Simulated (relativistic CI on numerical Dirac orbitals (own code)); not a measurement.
**Crystal-field levels of Cd3+, 4d9**

Calculated by Dirac-Coulomb-Breit CI, KLI orbitals optimised for each configuration, QED by a radiative potential, valence Slater integrals scaled by 0.9, one configuration in a parametric crystal field (own radial code).

Field parameters in Wybourne normalisation: Td as Oh with Dq negative (B⁴₀ = 21Dq, B⁴₄ = √(5/14) B⁴₀). The field is a parameter set, without covalency.

S is read from ⟨S²⟩ = S(S + 1).

Site symmetry Td; labels are those of the double group. Computed levels in cm⁻¹ above the lowest, in rising order:

| Δ (size of 10Dq) | Lowest | No. 2 | No. 3 |
| --- | --- | --- | --- |
| 2650 | Γ7 | 1277 Γ8 | 6979 Γ8 |
| 4800 | Γ7 | 1898 Γ8 | 8509 Γ8 |
| 6900 | Γ7 | 2267 Γ8 | 10240 Γ8 |
| 9050 | Γ7 | 2505 Γ8 | 12151 Γ8 |
| 11150 | Γ7 | 2661 Γ8 | 14096 Γ8 |
| 13300 | Γ7 | 2773 Γ8 | 16133 Γ8 |
| 15400 | Γ7 | 2854 Γ8 | 18153 Γ8 |
| 17550 | Γ7 | 2917 Γ8 | 20240 Γ8 |
| 19650 | Γ7 | 2965 Γ8 | 22291 Γ8 |

Ground-state S against |10Dq| in cm⁻¹: 2650: 0.50, 4800: 0.50, 6900: 0.50, 9050: 0.50, 11150: 0.50, 13300: 0.50, 15400: 0.50, 17550: 0.50, 19650: 0.50.

No abrupt spin change occurs in this range.
